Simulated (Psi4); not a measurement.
H$_{3}$AlO$_{3}$, singlet, geometry from GFN2-xTB (such geometries of metal compounds can be far from the true shape), with bond 3-2 at 1.6 times its length; B3LYP/STO-3G (Psi4 1.11).

Input for Psi4:
```
memory 2 GB

molecule mol {
0 1
Al   -0.000000   -0.000000   -0.000000
O    -1.085972   -1.252179    0.078153
H    -2.441617   -1.549460   -0.529809
O    -0.334242    1.331109   -0.932644
H     0.106985    2.144434   -1.134150
O     1.420214   -0.078930    0.854492
H     1.826265   -0.706455    1.435973
}

set {
  basis sto-3g
  reference rks
  puream true
}

energy('b3lyp')
print_variables()
```

What the program printed (banner, timings and long lists left out):

```
   => Loading Basis Set <=

    Name: STO-3G
    Role: ORBITAL
    Keyword: BASIS

         ---------------------------------------------------------
                                   SCF
               by Justin Turney, Rob Parrish, Andy Simmonett
                          and Daniel G. A. Smith
                              RKS Reference
         ---------------------------------------------------------

  ==> Geometry <==

    Molecular point group: c1
    Full point group: C1

    Geometry (in Angstrom), charge = 0, multiplicity = 1:

       Center              X                  Y                   Z               Mass
    ------------   -----------------  -----------------  -----------------  -----------------
         AL           0.006569388144     0.001440616640     0.002945950985    26.981538530000
         O           -1.079402611856    -1.250738383360     0.081098950985    15.994914619570
         H           -2.435047611856    -1.548019383360    -0.526863049015     1.007825032230
         O           -0.327672611856     1.332549616640    -0.929698049015    15.994914619570
         H            0.113554388144     2.145874616640    -1.131204049015     1.007825032230
         O            1.426783388144    -0.077489383360     0.857437950985    15.994914619570
         H            1.832834388144    -0.705014383360     1.438918950985     1.007825032230

  Running in c1 symmetry.

  Rotational constants: A =      0.22530  B =      0.21643  C =      0.11039 [cm^-1]
  Rotational constants: A =   6754.35513  B =   6488.39811  C =   3309.35299 [MHz]
  Nuclear repulsion =  161.922267634286897

  Charge       = 0
  Multiplicity = 1
  Electrons    = 40
  Nalpha       = 20
  Nbeta        = 20

  ==> Algorithm <==

  SCF Algorithm Type is DF.
  DIIS enabled.
  MOM disabled.
  Fractional occupation disabled.
  Guess Type is SAD.
  Energy threshold   = 1.00e-06
  Density threshold  = 1.00e-06
  Integral threshold = 1.00e-12

  ==> Primary Basis <==

  Basis Set: STO-3G
    Blend: STO-3G
    Number of shells: 17
    Number of basis functions: 27
    Number of Cartesian functions: 27
    Spherical Harmonics?: true
    Max angular momentum: 1

  ==> DFT Potential <==

   => LibXC <=

    Version 7.1.2
    S. Lehtola, C. Steigemann, M. J. T. Oliveira, and M. A. L. Marques,  SoftwareX 7, 1–5 (2018) (10.1016/j.softx.2017.11.002)

   => Composite Functional: B3LYP <=

    B3LYP Hyb-GGA Exchange-Correlation Functional

    P. J. Stephens, F. J. Devlin, C. F. Chabalowski, and M. J. Frisch,  J. Phys. Chem. 98, 11623 (1994) (10.1021/j100096a001)

    Deriv               =              1
    GGA                 =           TRUE
    Meta                =          FALSE

    Exchange Hybrid     =           TRUE
    MP2 Hybrid          =          FALSE

   => Exchange Functionals <=

    0.0800   Slater exchange
    0.7200         Becke 88

   => Exact (HF) Exchange <=

    0.2000               HF

   => Correlation Functionals <=

    0.1900   Vosko, Wilk & Nusair (VWN5_RPA)
    0.8100   Lee, Yang & Parr

   => LibXC Density Thresholds  <==

    XC_HYB_GGA_XC_B3LYP:  1.00E-15

   => Molecular Quadrature <=

    Radial Scheme          =       TREUTLER
    Pruning Scheme         =           NONE
    Nuclear Scheme         =       TREUTLER

    Blocking Scheme        =         OCTREE
    BS radius alpha        =              1
    Pruning alpha          =              1
    Radial Points          =             75
    Spherical Points       =            302
    Total Points           =         149897
    Total Blocks           =           1171
    Max Points             =            256
    Max Functions          =             25
    Weights Tolerance      =       1.00E-15

   => Loading Basis Set <=

    Name: (STO-3G AUX)
    Role: JKFIT
    Keyword: DF_BASIS_SCF

  ==> Integral Setup <==

  SCF_SUBTYPE=INCORE selected. In-core MEM_DF algorithm will be used.
  Using in-core AOs.

  ==> MemDFJK: Density-Fitted J/K Matrices <==

    J tasked:                   Yes
    K tasked:                   Yes
    wK tasked:                   No
    Algorithm:                 Core
    Schwarz Cutoff:           1E-12
    Mask sparsity (%):       1.6461
    Fitting Condition:        1E-10

   => Auxiliary Basis Set <=

  Basis Set: (STO-3G AUX)
    Blend: DEF2-UNIVERSAL-JKFIT
    Number of shells: 131
    Number of basis functions: 413
    Number of Cartesian functions: 494
    Spherical Harmonics?: true
    Max angular momentum: 4

  Minimum eigenvalue in the overlap matrix is 3.4190451233E-01.
  Reciprocal condition number of the overlap matrix is 1.8123510403E-01.
    Using symmetric orthogonalization.

  ==> Pre-Iterations <==

  SCF Guess: Superposition of Atomic Densities via on-the-fly atomic UHF (no occupation information).

   -------------------------
    Irrep   Nso     Nmo
   -------------------------
     A         27      27
   -------------------------
    Total      27      27
   -------------------------

  ==> Iterations <==

                           Total Energy        Delta E     RMS |[F,P]|

   @DF-RKS iter SAD:  -461.98456426299106   -4.61985e+02   0.00000e+00
   @DF-RKS iter   1:  -463.56585519785227   -1.58129e+00   1.83700e-02 DIIS/ADIIS
   @DF-RKS iter   2:  -463.30995247888382    2.55903e-01   2.82024e-02 DIIS/ADIIS
   @DF-RKS iter   3:  -463.73149971183932   -4.21547e-01   6.79543e-03 DIIS/ADIIS
   @DF-RKS iter   4:  -463.75407224656129   -2.25725e-02   1.57260e-03 DIIS/ADIIS
   @DF-RKS iter   5:  -463.75540150791926   -1.32926e-03   2.10595e-04 DIIS/ADIIS
   @DF-RKS iter   6:  -463.75542355472896   -2.20468e-05   6.62235e-05 DIIS
   @DF-RKS iter   7:  -463.75542591274041   -2.35801e-06   6.46536e-06 DIIS
   @DF-RKS iter   8:  -463.75542594674596   -3.40056e-08   3.97937e-06 DIIS
   @DF-RKS iter   9:  -463.75542595857382   -1.18279e-08   8.15803e-07 DIIS
  Energy and wave function converged.

  ==> Post-Iterations <==

   Electrons on quadrature grid:
      Ntotal   =   40.0000112724 ; deviation = 1.127e-05

    Orbital Energies [Eh]
    ---------------------

    Doubly Occupied:

       1A    -55.380937     2A    -18.763218     3A    -18.755710
       4A    -18.738975     5A     -3.936705     6A     -2.425132
       7A     -2.424515     8A     -2.423298     9A     -0.867874
      10A     -0.850686    11A     -0.793648    12A     -0.407534
      13A     -0.364579    14A     -0.278771    15A     -0.172266
      16A     -0.145399    17A     -0.134170    18A     -0.131460
      19A     -0.112905    20A     -0.103924

    Virtual:

      21A      0.075733    22A      0.243315    23A      0.258029
      24A      0.392875    25A      0.465964    26A      0.602681
      27A      0.635185

    Final Occupation by Irrep:
              A
    DOCC [    20 ]
    NA   [    20 ]
    NB   [    20 ]

  @DF-RKS Final Energy:  -463.75542595857382

   => Energetics <=

    Nuclear Repulsion Energy =            161.9222676342868965
    One-Electron Energy =                -970.3813077764285708
    Two-Electron Energy =                 381.8215702819334183
    DFT Exchange-Correlation Energy =     -37.1179560983655463
    Empirical Dispersion Energy =           0.0000000000000000
    VV10 Nonlocal Energy =                  0.0000000000000000
    Total Energy =                       -463.7554259585738237

Computation Completed

Properties will be evaluated at   0.000000,   0.000000,   0.000000 [a0]

Properties computed using the SCF density matrix

 Multipole Moments:

 ------------------------------------------------------------------------------------
     Multipole            Electronic (a.u.)      Nuclear  (a.u.)        Total (a.u.)
 ------------------------------------------------------------------------------------

 L = 1.  Multiply by 2.5417464519 to convert [e a0] to [Debye]
 Dipole X            :          0.7518239           -0.4641006            0.2877233
 Dipole Y            :          0.1766759           -0.1017737            0.0749022
 Dipole Z            :          0.3305865           -0.2081344            0.1224522
 Magnitude           :                                                    0.3215424

 ------------------------------------------------------------------------------------

  Variable Map:
  ----------------------------------------------------------------------------
  "CURRENT ENERGY"              =>    -463.755425958574
  "CURRENT REFERENCE ENERGY"    =>    -463.755425958574
  "DD SOLVATION ENERGY"         =>       0.000000000000
  "DFT FUNCTIONAL TOTAL ENERGY" =>    -463.755425958574
  "DFT TOTAL ENERGY"            =>    -463.755425958574
  "DFT VV10 ENERGY"             =>       0.000000000000
  "DFT XC ENERGY"               =>     -37.117956098366
  "GRID ELECTRONS ALPHA"        =>      20.000005636191
  "GRID ELECTRONS BETA"         =>      20.000005636191
  "GRID ELECTRONS TOTAL"        =>      40.000011272382
  "NUCLEAR REPULSION ENERGY"    =>     161.922267634287
  "ONE-ELECTRON ENERGY"         =>    -970.381307776429
  "PCM POLARIZATION ENERGY"     =>       0.000000000000
  "PE ENERGY"                   =>       0.000000000000
  "SCF ITERATION ENERGY"        =>    -463.755425958574
  "SCF ITERATIONS"              =>       9.000000000000
  "SCF TOTAL ENERGY"            =>    -463.755425958574
  "TWO-ELECTRON ENERGY"         =>     381.821570281933
  "XC GRID RADIAL POINTS"       =>      75.000000000000
  "XC GRID SPHERICAL POINTS"    =>     302.000000000000
  "XC GRID TOTAL POINTS"        =>  149897.000000000000

  Array Variable Map:
  ----------------------------------------------------------------------------
  "CURRENT DIPOLE"              =>       0.287723251141 ... 0.122452161626 1 by 3
  "SCF DIPOLE"                  =>       0.287723251141 ... 0.122452161626 1 by 3
  "SCF TOTAL ENERGIES"          =>    -461.984564262991 ... -463.755425958574 1 by 10
```
